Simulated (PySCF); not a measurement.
Mapped SMILES: `[CH3:1][C@@H:2]1[CH2:3][O:4][CH2:5][C:6](=[O:7])[SiH2:8]1` (H(Xn): hydrogen on atom n). Ha(C3), Ha(C5), Ha(Si8) are cis to C1 on the ring; Hb(C3), Hb(C5), Hb(Si8) are trans to C1 on the ring.

[PySCF 2.14.0 with density-fitted response routines: PBE0/pcSseg-1 with gauge-including orbitals; geometry: GFN2-xTB; relativity neglected; no solvent; a single conformation; equivalent nuclei averaged]

Scale: $^{13}$C against TMS (reference shieldings calculated alike).

Do the $^{13}$C shifts follow the atomic charges (in e)? Tabulate both.

## Answers


```
atoms  hybridisation  δ (ppm)  σ para (ppm)  Hirshfeld    IAO  Mulliken  ESP-fitted
   C6            sp2    248.6          -318      +0.07  +0.13     -0.04       +0.41
   C5            sp3     89.2          -148      -0.01  -0.11     +0.09       -0.07
   C3            sp3     78.7          -139      +0.00  -0.05     +0.11       -0.01
   C2            sp3     23.9           -90      -0.12  -0.39     -0.61       +0.12
   C1            sp3     15.5           -74      -0.12  -0.42     -0.22       -0.53
```

Correlation coefficients of δ with charge over these carbons: Hirshfeld +0.92, IAO +0.91, Mulliken +0.45, ESP-fitted +0.76; with the paramagnetic shielding -1.00. Among the 4 sp3 carbons alone: Hirshfeld +0.98, IAO +0.97, Mulliken +0.83, ESP-fitted +0.41. With so few points, grouped by hybridisation, these coefficients are fragile. Charge is one influence among several: hybridisation and low-lying excitations act through the paramagnetic term.

Shifts are as computed. Against solution values, carbons near 30 ppm lie about +3 ppm off and those near 130 ppm about +5 ppm. Of 1309 compounds with measured shifts, 239 miss one by over three times the rms of a fit or turn the order of signals round; such compounds aren't used in these exercises.
